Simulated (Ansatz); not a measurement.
Calculation: frozen-core CCSD(T)/def2-TZVPP // r2SCAN-D4/def2-TZVP in Ansatz (a first-principles code).

Ansatz 0.2 input:
```yaml
crystal:
  periodic: [false, false, false]
  atoms:
    - { symbol: B, position_ang: [-0.001173, 0.33934, -0.000001] }
    - { symbol: H, position_ang: [1.076581, -0.165951, -0.000003] }
    - { symbol: H, position_ang: [-1.075408, -0.173389, 0.000004] }
basis:
  gaussian: { orbitals: def2-TZVPP }
correlation:
  method: ccsd_t
magnetization:
  spin_polarized: true
  initial_magnetization: 1
```

Output:

```
Functional definition: HF
338 factors; integrals over basis functions are off by at most 1.1e-3 eV
mean field evaluation 1: about -700.2575 eV, gradient 7.4e0 eV
mean field evaluation 2: about -700.2577 eV, gradient 7.4e0 eV
mean field evaluation 4: about -700.9777 eV, gradient 6.5e-1 eV
mean field evaluation 8: about -700.9873 eV, gradient 2.1e-3 eV
mean field evaluation 16: about -700.2355 eV, gradient 3.9e0 eV
mean field evaluation 32: about -699.6705 eV, gradient 2.6e-3 eV
mean field -700.98732688 eV, -25.7608091164 hartree, gradient 5.2e-6 eV, S^2 0.753755; 3 other end points of the search recorded, 0 dependent functions left out
determinant -700.98732688 eV, -25.7608091164 hartree, with singles and doubles -703.80376809 eV, -25.8643114220 hartree
determinant -699.67052972 eV, -25.7124177135 hartree, with singles and doubles -702.63201554 eV, -25.8212503099 hartree
1 core orbitals not correlated
reference -700.98732688 eV, -25.7608091164 hartree; 3, 2 occupied and 55, 56 virtual orbitals, 338 factors
second order -2.23769916 eV of doubles, -0.00000000 eV of singles
cycle   1  -2.73539073 eV  change   -2.3e-1 eV  update   1.4e-2
cycle   2  -2.73908103 eV  change   -3.7e-3 eV  update   4.2e-3
cycle   3  -2.74158523 eV  change   -2.5e-3 eV  update   1.6e-3
cycle   4  -2.74224451 eV  change   -6.6e-4 eV  update   4.8e-4
cycle   5  -2.74228793 eV  change   -4.3e-5 eV  update   1.5e-4
cycle   6  -2.74230150 eV  change   -1.4e-5 eV  update   5.1e-5
cycle   7  -2.74231652 eV  change   -1.5e-5 eV  update   1.3e-5
cycle   8  -2.74231872 eV  change   -2.2e-6 eV  update   3.7e-6
perturbative correction -0.05257049 eV, -0.0019319298 hartree
Total energy: -703.78221608 eV, -25.8635194003 hartree
```

Cost: very roughly 2.8 core-seconds.
